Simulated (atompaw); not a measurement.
**An all-electron radial function and its pseudo partner (Gd (Z = 64))**

Columns: radius, all-electron u(r) and pseudo u(r) of the 5s shell (level -63.55 eV) of gadolinium in the configuration [Kr] 4d10 4f7 5s2 5p6 5d1 6s0 6p0; PBEsol, scalar-relativistic, PAW (atompaw) scheme, atompaw 4.2.0.5.

| r (bohr) | all-electron | pseudo |
| --- | --- | --- |
| 0.113 | 0.0624 | 0.1991 |
| 0.227 | 0.2638 | 0.3930 |
| 0.340 | -0.3376 | 0.5719 |
| 0.454 | -0.5500 | 0.7330 |
| 0.567 | -0.3121 | 0.8683 |
| 0.681 | 0.1008 | 0.9763 |
| 0.794 | 0.4871 | 1.0525 |
| 0.908 | 0.7738 | 1.0973 |
| 1.021 | 0.9445 | 1.1100 |
| 1.135 | 1.0198 | 1.0930 |
| 1.248 | 1.0226 | 1.0500 |
| 1.362 | 0.9772 | 0.9850 |
| 1.475 | 0.9032 | 0.9046 |
| 1.588 | 0.8144 | 0.8145 |
| 1.702 | 0.7199 | 0.7199 |
| 1.815 | 0.6277 | 0.6277 |
| 1.929 | 0.5402 | 0.5402 |
| 2.042 | 0.4611 | 0.4611 |
| 2.156 | 0.3899 | 0.3899 |
| 2.269 | 0.3280 | 0.3280 |
| 2.383 | 0.2740 | 0.2740 |
| 2.496 | 0.2281 | 0.2281 |
| 2.610 | 0.1888 | 0.1888 |
| 2.723 | 0.1560 | 0.1560 |
| 2.837 | 0.1282 | 0.1282 |
| 2.950 | 0.1053 | 0.1053 |

Q: How many radial nodes do the two functions have?

A: The all-electron 5s function has n − l − 1 = 4 (the table is too coarse to show those close to the nucleus); the pseudo-wave has 0, since the states of the same l below it are removed with the core.

Q: At about which radius was the pseudo-wave matched?

A: 1.75 bohr. The columns agree to 0.0005 from 1.59 bohr on; several derivatives are matched, so the curves merge somewhat inside the radius.

Q: Is the pseudo-wave norm-conserving?

A: No, it belongs to a PAW set: the norm inside the radius is not constrained, and the difference is carried by the augmentation charge.
